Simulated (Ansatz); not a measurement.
One change: `B[SiH2][CH2][GeH3]` becomes `O[SiH2][CH2][GeH3]`.

Ansatz, PBE0-D4/def2-TZVP geometries, multiplicity 1. Each molecule was computed in one conformer, which needn't be the lowest.

Scalar relativity is left out up to krypton.

```tsv
property	`B[SiH2][CH2][GeH3]`
HOMO energy (B3LYP/def2-TZVPP) / eV	-7.73
HOMO energy (PBE/def2-TZVPP) / eV	-6.74
HOMO energy (PBE0/def2-TZVPP) / eV	-7.91
size of the dipole moment (ωB97M-V/def2-TZVPP) / D	0.99
LUMO energy (PBE/def2-TZVPP) / eV	-3.42
HOMO–LUMO gap (PBE0/def2-TZVPP) / eV	5.52
```

(1) Give the same properties after the change, and the shifts. (Best estimate.)

Results:

(1) Ansatz gave: 
```tsv
property	`O[SiH2][CH2][GeH3]`	shift
HOMO energy (B3LYP/def2-TZVPP) / eV	-8.08	-0.35
HOMO energy (PBE/def2-TZVPP) / eV	-6.95	-0.21
HOMO energy (PBE0/def2-TZVPP) / eV	-8.28	-0.37
size of the dipole moment (ωB97M-V/def2-TZVPP) / D	1.78	0.79
LUMO energy (PBE/def2-TZVPP) / eV	-0.63	2.79
HOMO–LUMO gap (PBE0/def2-TZVPP) / eV	8.51	2.99
```

With PBE0 the HOMO falls by 0.37 eV and the LUMO rises by 2.63 eV, so the gap widens by about 3.00 eV. PBE moves the HOMO by -0.21 eV and ωB97M-V by -0.45 eV. Dipoles are sizes alone; their direction can turn.

B3LYP here is the variant with VWN-RPA as its local correlation; programs differ in this.
